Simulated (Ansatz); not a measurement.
Job for Ansatz (a program for electronic structure): U-SVWN5/def2-TZVPP on AuN, 2S+1 = 3, a spin state set in the input, which need not be the lowest, a point of a bond scan (R = 1.893 Å). Elements past Kr take the def2 small-core potentials; no spin–orbit coupling.

Ansatz 0.2 input:
```yaml
crystal:
  periodic: [false, false, false]
  atoms:
    - {symbol: Au, position_ang: [0.00000000, 0.00000000, 0.00000000]}
    - {symbol: N, position_ang: [0.00000000, 0.00000000, 1.89322100]}
basis:
  gaussian:
    orbitals: def2-TZVPP
    pivot_positions_ang: [[0.00000000, 0.00000000, 0.00000000], [0.00000000, 0.00000000, 1.89322100]]
hamiltonian:
  xc: {name: SVWN5}
magnetization: {spin_polarized: true, initial_magnetization: 2}
output: {forces: true, orbitals: {seedname: ./end}}
```

Give the final energy of this run.

-189.7490 hartree.
